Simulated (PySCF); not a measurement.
Ruthenium: a sound run and one with changed settings

Sound run: Ru [Kr] 4d7 5s1, Ru⁺ [Kr] 4d7. Computed with PySCF 2.14 in cc-pVTZ-PP with ECP28MDF (5s5p4d2f1g, 63 functions), with a scalar-relativistic core potential. The sound run starts from symmetry-adapted Hartree-Fock orbitals and uses a fine grid where one is needed.

A second run was set up differently.

```csv
species,method,sound run (hartree),changed run (hartree),converged
Ru,UHF,-93.81563,-93.81563,yes
Ru,B3LYP,-94.52594,-92.21989,yes
Ru,M06-2X,-94.39083,-93.04414,yes
Ru⁺,UHF,-93.58444,-93.58444,yes
Ru⁺,B3LYP,-94.24496,-91.78826,yes
Ru⁺,M06-2X,-94.12598,-92.71185,yes
```

Ionisation energy of Ru:

```
method  sound run (eV)  changed run (eV)
   UHF           6.291             6.291
 B3LYP           7.646            11.745
M06-2X           7.207             9.042
```

Question: What was changed?
A. radial grid too coarse
B. basis contracted for another Hamiltonian
C. all electrons correlated in a valence basis
D. level shift left on

Answer: A. It used radial step 1.2 in ln r (0.13 in the sound run). A coarse radial grid mis-integrates the density and the exchange-correlation energy, with errors of either sign; Hartree-Fock needs no grid.
